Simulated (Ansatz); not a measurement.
One change: `C[CH2][AlH][CH2]N` becomes `CCBCN`.

Ansatz, PBE0-D4/def2-TZVP geometries, multiplicity 1. Each molecule was computed in one conformer, which needn't be the lowest.

```tsv
property	`C[CH2][AlH][CH2]N`
HOMO–LUMO gap (ωB97M-V/def2-TZVPP) / eV	9.62
size of the dipole moment (ωB97M-V/def2-TZVPP) / D	1.16
LUMO energy (B3LYP/def2-TZVPP) / eV	-1.06
LUMO energy (PBE/def2-TZVPP) / eV	-1.61
size of the dipole moment (B3LYP/def2-TZVPP) / D	1.15
HOMO–LUMO gap (B3LYP/def2-TZVPP) / eV	5.28
```

(1) Give the same properties after the change, and the shifts. (Estimate.)

Results:

(1) The calculation gave: 
```csv
property,`CCBCN`,shift
HOMO–LUMO gap (ωB97M-V/def2-TZVPP) / eV,10.39,0.77
size of the dipole moment (ωB97M-V/def2-TZVPP) / D,1.37,0.21
LUMO energy (B3LYP/def2-TZVPP) / eV,-0.88,0.18
LUMO energy (PBE/def2-TZVPP) / eV,-1.65,-0.04
size of the dipole moment (B3LYP/def2-TZVPP) / D,1.35,0.20
HOMO–LUMO gap (B3LYP/def2-TZVPP) / eV,5.58,0.30
```

With PBE0 the HOMO falls by 0.13 eV and the LUMO rises by 0.19 eV, so the gap widens by about 0.32 eV. PBE moves the HOMO by -0.08 eV and ωB97M-V by -0.18 eV. Dipoles are sizes alone; their direction can turn.

B3LYP here is the variant with VWN-RPA as its local correlation; programs differ in this.
